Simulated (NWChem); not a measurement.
System: AlHCl₂; SMILES [Cl][AlH][Cl]

Program: NWChem. Each level has its own optimisation; frequencies are unscaled.

```json
[
 {"level": "B3LYP/3-21G", "r Al–H (Å)": "1.577", "r Al–Cl (Å)": "2.180", "highest harmonic frequency (cm⁻¹)": "2020", "lowest (cm⁻¹)": "149", "zero-point energy (kcal/mol)": "6.0", "dipole (D)": "2.24"},
 {"level": "Hartree-Fock/3-21G", "r Al–H (Å)": "1.567", "r Al–Cl (Å)": "2.180", "highest harmonic frequency (cm⁻¹)": "2113", "lowest (cm⁻¹)": "157", "zero-point energy (kcal/mol)": "6.3", "dipole (D)": "2.84"},
 {"level": "Hartree-Fock/STO-3G", "r Al–H (Å)": "1.463", "r Al–Cl (Å)": "2.062", "highest harmonic frequency (cm⁻¹)": "2761", "lowest (cm⁻¹)": "193", "zero-point energy (kcal/mol)": "8.0", "dipole (D)": "2.92"},
 {"level": "PBE-D3(BJ)/def2-SVP", "r Al–H (Å)": "1.578", "r Al–Cl (Å)": "2.105", "highest harmonic frequency (cm⁻¹)": "1961", "lowest (cm⁻¹)": "160", "zero-point energy (kcal/mol)": "6.1", "dipole (D)": "0.97"}
]
```
